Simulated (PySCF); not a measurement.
A structure optimised at TPSSh-D3(BJ)/def2-SVP, used in a PySCF frequency run:

```
N
H 1 1.0222
Si 1 1.7101 2 115.66
F 3 1.6198 1 110.96 2 56.30
F 3 1.6199 4 103.88 1 119.63
Si 1 1.7557 2 115.72 3 -179.68
H 3 1.4685 4 110.09 5 117.59
H 6 1.4850 1 106.68 2 -179.89
H 6 1.4884 8 109.78 1 -120.71
H 6 1.4885 8 109.73 9 -118.52
```

Problem. Write its SMILES and formula.

Solution. F[SiH](F)N[SiH3], F2H5NSi2

Problem. What are its rotational constants (standard atomic weights)?

Solution. 6.2742, 1.5482, 1.3464 GHz
